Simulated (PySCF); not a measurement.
## Basis-set dependence of PbF at PBE0

PySCF, UKS reference; doublet, unpaired electrons π ↑; De to Pb + F without counterpoise correction.

| basis | relativity | functions | Re (Å) | ωe (cm⁻¹) | De (eV) | μ (D) |
| --- | --- | --- | --- | --- | --- | --- |
| cc-pVDZ-PP/cc-pVDZ | scalar-relativistic core potentials | 37 | 2.067 | 550 | 4.22 | -3.44 |
| def2-SVP | scalar-relativistic core potentials | 40 | 2.065 | 550 | 4.30 | -3.46 |
| aug-cc-pVDZ-PP/aug-cc-pVDZ | scalar-relativistic core potentials | 55 | 2.080 | 513 | 4.50 | -3.76 |
| cc-pVTZ-PP/cc-pVTZ | scalar-relativistic core potentials | 69 | 2.061 | 531 | 4.47 | -3.43 |
| x2c-TZVPPall | spin-free X2C | 114 | 2.048 | 526 | 4.52 | -3.52 |

Problem. How does each smaller set differ from the one with most functions, x2c-TZVPPall?

Solution. cc-pVDZ-PP/cc-pVDZ: +1.9 pm, +4.6 % in ωe, -0.30 eV in De; def2-SVP: +1.7 pm, +4.6 % in ωe, -0.22 eV in De; aug-cc-pVDZ-PP/aug-cc-pVDZ: +3.2 pm, -2.5 % in ωe, -0.02 eV in De; cc-pVTZ-PP/cc-pVTZ: +1.3 pm, +1.0 % in ωe, -0.05 eV in De. All at PBE0; the set with most functions is neither the basis-set limit nor always the best. The rows treat relativity differently, so the differences are not basis effects alone.

A positive dipole means Pb(−)F(+). Spin–orbit coupling is left out, which matters for elements this heavy, above all for dissociation energies. The state is the lowest determinant that a PBE0 search found; another state may lie lower at other levels.
